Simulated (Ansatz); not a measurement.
`BC[SiH2]O` + HCl → `BC[SiH2]Cl` + H₂O at 700 K and 1 bar (ligand exchange at the Si–O bond).

Program: Ansatz. Geometries: PBE0-D4/def2-TZVP. ΔE: electronic, gas phase. CCSD(T)/CBS is the MP2 limit (def2-TZVPP, def2-QZVPP) plus CCSD(T) − MP2 in def2-TZVPP, frozen cores. This one scheme is used for every species. One conformer a species, not always the lowest.

```
     species  CCSD(T)/CBS energy (Eh)  H − E (kJ/mol)  S (J/(mol·K))
 `BC[SiH2]O`               -431.34785           285.4          451.9
         HCl               -460.38127            38.4          211.8
`BC[SiH2]Cl`               -815.35378           247.9          446.1
         H₂O                -76.37941            80.5          218.4
```

H − E and S are ideal-gas, rigid-rotor, harmonic terms from PBE0-D4/def2-TZVP, for one conformer and one mirror image of each species. 1 Eh = 2625.50 kJ/mol, R = 8.31446 J/(mol·K).

**Question.** By hand: ΔE, ΔH, ΔS and ΔG.

**Answer.** ΔE = (-815.35378) + (-76.37941) − (-431.34785) − (-460.38127) = -0.00407 Eh = -10.7 kJ/mol. Δ(H − E) = 247.9 + 80.5 − 285.4 − 38.4 = 4.6, so ΔH = -6.1 kJ/mol. ΔS = 446.1 + 218.4 − 451.9 − 211.8 = 0.8 J/(mol·K). ΔG = -6.1 − 700 × (0.8)/1000 = -6.7 kJ/mol.

**Question.** By hand: the equilibrium constant, and the temperature at which ΔG would vanish if ΔH and ΔS stayed fixed.

**Answer.** log₁₀ K = −ΔG/(RT ln 10) = 0.5. ΔH and −TΔS have one sign here, so there is no such temperature.

The number of gas molecules stays the same, so ΔS is small and ΔH decides. A doubt of 5 kJ/mol in ΔE shifts log₁₀ K by 0.4 here. Other conformers and mirror images would add mixing entropy, several J/(mol·K) or more a flexible species. Modes under 60 cm⁻¹, often nearly free rotors, make the harmonic entropy too high. These are equilibria of isolated gas molecules and say nothing of rates. Largest T1 diagnostic: 0.011 (customary marks: 0.02 for closed shells, 0.045 for open ones).

ΔS is within the doubt of such terms, so its sign, and with it that verdict, could turn.
